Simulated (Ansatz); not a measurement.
Frontier orbitals of CH7NSiZn.

```tsv
atom	x (Å)	y (Å)	z (Å)
C1	-1.173	-0.599	-0.646
Si2	-0.020	-0.265	0.790
N3	1.639	-0.031	0.401
Zn4	0.209	3.320	-1.015
H5	-1.175	0.234	-1.354
H6	-0.877	-1.502	-1.187
H7	-2.198	-0.741	-0.289
H8	-0.093	-1.423	1.723
H9	1.951	0.838	-0.001
H10	2.211	-0.801	0.092
H11	-0.475	0.971	1.486
```

Charge 0, multiplicity 1. For Zn the d shell is correlated and the shells below it are frozen. Scalar relativity is left out up to krypton. The bonds changed during the relaxation, so this is another structure than the one it started from. All single points use the PBE0-D4/def2-TZVP geometry. It is one conformer, not always the lowest. Basis def2-TZVPP, Ansatz.

Orbital energies of one run (eV). Highest occupied ones, from the top: -5.64, -5.94, -7.64, -7.74, -9.02, -9.70, -9.82, -10.60, -10.60, -10.61, -10.61, -10.61, -11.88, -12.52. Empty: -1.32, -1.16, -1.11, 0.40, 0.87, 1.57.

Problem. Which functional gave them?
A. BLYP
B. HSE06 (plane-wave form)
C. ωB97M-V
D. BHLYP

Solution. A. HOMO energies: BLYP -5.64, HSE06 -6.22, ωB97M-V -8.72, BHLYP -7.33 eV.
